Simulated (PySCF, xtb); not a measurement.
C6H7, SMILES C1[C]=CCCC=1 (connectivity only; charge and spin as stated), charge +1, multiplicity 1.

GFN2-xTB (xtb 6.7.1) at its own geometry gives an orbital gap of 1.51 eV.

Geometry: ωB97X-D3(BJ)/def2-SVP. The spin state was assumed, not searched. The isomer is the one that the SMILES or the coordinates give; other isomers of the formula were not compared. Other conformers were not sampled.

What does PySCF with PBE0/def2-TZVP give? (Estimate from the structure and the level; the computed values follow.)

gap 4.05 eV (levels -12.78 and -8.73 eV).
